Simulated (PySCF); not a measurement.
# Relative stability

The two ends of one reaction step of SiH$_{2}$Cl$_{2}$O, singlet (PBE0-D4/def2-TZVP).

A:

```
6
angstrom
Si 1.0804 0.6896 0.3612
O 0.0998 -1.0968 -0.1162
H -0.6539 -1.1216 0.4933
Cl 0.2780 1.5092 -1.4493
Cl -0.5336 1.1030 1.7103
H -0.2658 -0.9431 -1.0009
```

B:

Si1  (1.784, -0.615, 0.043)
O2  (0.303, -0.425, -0.686)
H3  (-1.338, 0.410, -0.058)
Cl4  (-2.494, 0.926, 0.205)
Cl5  (1.324, 0.268, 1.860)
H6  (0.236, -0.765, -1.585)
(Å)

Program: PySCF 2.14 with density fitting (its default auxiliary sets; JK sets also for MP2 and CCSD(T)). Basis: def2-TZVPP. Cores are frozen in the correlated methods. B3LYP uses VWN-RPA correlation.

Problem. Which structure is lower at CCSD(T), and by how much? (To be estimated.)

Solution. The calculation gives: A, by 3.76 kcal/mol (electronic energy, against the other). By their contacts, A is SiH₂Cl₂O ([OH2][Si]([Cl])[Cl]) and B is a complex of SiHClO ([OH][Si][Cl]) + HCl.

All methods give the same order:

```
   method  E(B) − E(A) (kcal/mol)
    SPW92                   11.52
   PBE-D4                    8.85
r2SCAN-D4                    7.72
  PBE0-D4                    8.87
 B3LYP-D4                    5.67
 BHLYP-D4                    5.72
  wB97M-V                    7.49
       HF                    1.33
      MP2                    5.34
     CCSD                    3.08
  CCSD(T)                    3.76
```

The T1 diagnostic stays at or below 0.013.

Labels in which every atom is bracketed show which atoms are joined, not bond orders.

For scale, one of the runs: CCSD(T)/def2-TZVPP, 185 basis functions, launched by `OMP_NUM_THREADS=4 python run.py`. Hardware: 4 CPU threads of a Oxide Virtual Turin-like, shared host. Wall time 4.1 min; peak host memory 2 GiB.
